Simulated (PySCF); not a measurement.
Several molecules and their computed UV-vis stick spectra, shuffled. Method: TDDFT PBE0/def2-SVPD, vertical, gas phase, core orbitals frozen in the response (PySCF 2.14.0, density-fitted response routines). Geometries: GFN2-xTB; one conformer of each isolated species. Triplets are in the Tamm–Dancoff approximation.

A. `CC([SiH3])[SiH3]`
B. `[SiH3][SiH2][C@H]1C=C(Cl)C1`
C. `[SiH3]Cc1cncn1[SiH3]`
D. `[SiH3][C@H]1CC(Cl)=C[SiH2]1`

Lowest singlet levels (six at most, fewer where fewer were computed) with oscillator strengths:

1. 7.23 eV (f 0.024); 7.78 eV (f 0.059); 7.90 eV (f 0.001); 8.02 eV (f 0.251); 8.15 eV (f 0.001); 8.23 eV (f 0.000); T1 6.84 eV
2. 6.22 eV (f 0.163); 6.33 eV (f 0.001); 6.46 eV (f 0.046); 6.70 eV (f 0.013); 7.01 eV (f 0.003); 7.03 eV (f 0.005); T1 4.12 eV
3. 5.81 eV (f 0.007); 5.98 eV (f 0.135); 6.38 eV (f 0.054); 6.58 eV (f 0.027); 6.77 eV (f 0.004); 6.84 eV (f 0.021); T1 4.05 eV
4. 5.21 eV (f 0.002); 5.79 eV (f 0.001); 5.84 eV (f 0.127); 5.96 eV (f 0.125); 6.13 eV (f 0.026); 6.28 eV (f 0.004); T1 4.19 eV

**Question.** Match each spectrum to its molecule.

**Answer.** 1 = A, 2 = D, 3 = B, 4 = C.
- A: S1 at 7.23 eV, HOMO→LUMO (99%); Löwdin shares by element: HOMO carbon 45%, silicon 30% (atoms not listed hold the other 25%); LUMO silicon 39%, carbon 17% (atoms not listed hold the other 44%); HOMO -8.19 and LUMO 0.22 eV; point group Cs, 1 of its 6 listed states under f = 0.0005.
- B: S1 at 5.81 eV, HOMO→LUMO (54%), HOMO→LUMO+1 (43%); Löwdin shares by element: HOMO carbon 60% or more, chlorine 22% (atoms not listed hold the other 18%); LUMO carbon 35% or more, silicon 27% (atoms not listed hold the other 38%); HOMO -7.06 and LUMO -0.32 eV.
- C: S1 at 5.21 eV, HOMO→LUMO (99%); Löwdin shares by element: HOMO carbon 65% or more, nitrogen 9% or more (atoms not listed hold the other 26%); LUMO silicon 43%, hydrogen 18% or more (atoms not listed hold the other 40%); HOMO -6.32 and LUMO -0.09 eV.
- D: S1 at 6.22 eV, HOMO→LUMO (83%), HOMO-1→LUMO (10%); Löwdin shares by element: HOMO carbon 55% or more, chlorine 23%, silicon 6% or more (atoms not listed hold the other 16%); LUMO carbon 59% or more, silicon 10% or more, chlorine 10% (atoms not listed hold the other 21%); HOMO -7.47 and LUMO -0.53 eV.
